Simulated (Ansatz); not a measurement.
Isomers of H7BSi2. All species are isolated molecules in the gas phase. One relaxed conformer stands for each flexible species; it need not be the lowest. Strings in code marks are SMILES.

Quantity: electronic energy of isomers of H7BSi2 relative to `B[SiH2][SiH3]`, in kcal/mol.

Case: `[SiH3]B[SiH3]`. Geometry of `[SiH3]B[SiH3]` (neutral, multiplicity 1, Å):

```xyz
10

Si     1.7454     0.2094    -0.0897
B     -0.0109    -0.6970    -0.4217
Si    -1.7387     0.0468     0.2693
H      2.7656    -0.0010    -1.1528
H      1.6170     1.6697     0.1686
H      2.2490    -0.4280     1.1668
H     -0.0283    -1.7146    -1.0521
H     -1.5703     0.9259     1.4585
H     -2.2402     0.8987    -0.8538
H     -2.7789    -0.9738     0.5719
```

**Question.** Give the electronic energy of isomers of H7BSi2 relative to `B[SiH2][SiH3]` at the level frozen-core CCSDT(Q)/6-31g // PBE0-D3(BJ)/def2-TZVP (Ansatz, an electronic-structure program).

**Answer.** 6.28 kcal/mol.
